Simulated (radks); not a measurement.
Effect of the nuclear size on neutral silicon, [Ne] 3s2 3p2. All-electron calculation, Dirac Kohn-Sham, PBE, spin-unpolarised, spherical densities, finite nucleus; open shells fill j = l - 1/2 first; Fermi nuclear charge, rms radius 3.1224 fm. Program: a radial shooting solver on a logarithmic mesh with Libxc functionals. The rms radius is varied about that value; shifts are against it.

rms radius (fm),total energy shift (eV),density at nucleus (e/bohr^3),1s1/2 shift (meV),2s1/2 shift (meV)
2.6197,-0.00157,1914,-0.654,-0.042
2.9163,-0.000676,1911,-0.282,-0.018
3.1224,0,1909,0.000,0.000
3.2192,0.000333,1908,0.139,0.009
3.7406,0.00230,1905,0.958,0.062

Slopes of the eigenvalues against <r^2> in GHz/fm^2, as finite differences over the two radii next to the reference (eigenvalue slopes, not the field-shift constants of lines): 1s1/2 54.7.
